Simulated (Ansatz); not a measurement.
```yaml
crystal:
  periodic: [false, false, false]
  atoms:
    - {symbol: Mo, position_ang: [-0.096306, -0.021365, -0.058689]}
    - {symbol: N, position_ang: [-0.047939, 0.315014, 1.642587]}
    - {symbol: H, position_ang: [0.387190, 0.523092, 2.539557]}
    - {symbol: N, position_ang: [1.489958, 0.005761, -0.760637]}
    - {symbol: H, position_ang: [2.501963, 0.119204, -0.773286]}
    - {symbol: O, position_ang: [-1.124214, 1.315884, -0.934371]}
    - {symbol: H, position_ang: [-1.758325, 1.843726, -0.430732]}
    - {symbol: O, position_ang: [-0.846759, -1.754431, -0.270538]}
    - {symbol: H, position_ang: [-0.505570, -2.346884, -0.953892]}
basis:
  gaussian: {orbitals: def2-mTZVPP}
total_charge: 1
magnetization: {spin_polarized: true, initial_magnetization: 1}
hamiltonian: {xc: {name: r2SCAN0}, dispersion: d3bjatm}
scf: {lower_state_search: off}
output: {forces: true}
```

```sh
$ ansatz run in.yaml --threads 4 --pin off --events-out ev --progress --plain --max-ram 3916MiB
```

It prints (some lines left out):

```
Functional definition: r2SCAN0
1220 factors; their error is unknown
mean field evaluation 1: about -8964.5730 eV, gradient 7.9e1 eV
mean field evaluation 2: about -8860.8697 eV, gradient 1.8e2 eV
mean field evaluation 4: about -8984.5266 eV, gradient 1.1e1 eV
mean field evaluation 8: about -8985.0670 eV, gradient 8.2e-1 eV
mean field evaluation 16: about -8985.1691 eV, gradient 1.5e-1 eV
mean field evaluation 32: about -8985.1715 eV, gradient 1.0e-3 eV
mean field -8985.17151324 eV, -330.1989627434 hartree, gradient 7.2e-6 eV, S^2 0.895046; 0 other end points of the search recorded, 0 dependent functions left out
reference -8985.17152889 eV, -330.1989633188 hartree; 24, 23 occupied and 125, 126 virtual orbitals, 1220 factors
Total energy: -8985.23892080 eV, -330.2014399257 hartree
Atom 0 at    -0.096306    -0.021365    -0.058689 Å, force    -4.085856    -0.908175    -2.498338 eV/Å
Atom 1 at    -0.047939     0.315014     1.642587 Å, force     1.264778     0.983477     1.456080 eV/Å
Atom 2 at     0.387190     0.523092     2.539557 Å, force    -0.407679    -0.418514     0.207901 eV/Å
Atom 3 at     1.489958     0.005761    -0.760637 Å, force     2.070491    -0.241396     0.583043 eV/Å
Atom 4 at     2.501963     0.119204    -0.773286 Å, force    -0.117503     0.301865    -0.528650 eV/Å
Atom 5 at    -1.124214     1.315884    -0.934371 Å, force     0.648245    -0.872116     0.841020 eV/Å
Atom 6 at    -1.758325     1.843726    -0.430732 Å, force     0.039108     0.026175    -0.171670 eV/Å
Atom 7 at    -0.846759    -1.754431    -0.270538 Å, force     0.712718     1.174825    -0.009872 eV/Å
Atom 8 at    -0.505570    -2.346884    -0.953892 Å, force    -0.124302    -0.046141     0.120487 eV/Å
Dipole moment:     0.562075     0.125110     0.343429 e Å
Checks for a lower state left out: stability, starts, cluster_reference, orbital_swaps, neighbouring_geometries, increment
```

Hardware: 4 threads of Arm Neoverse V1 on a shared host. Wall time 8.5 s.

In the def2 sets Mo takes a core potential; there is no spin–orbit coupling. The charge 1 doublet is spin-contaminated (final ⟨S²⟩ up to 0.90, 0.75 for a pure state).

The dipole of an ion depends on the origin.
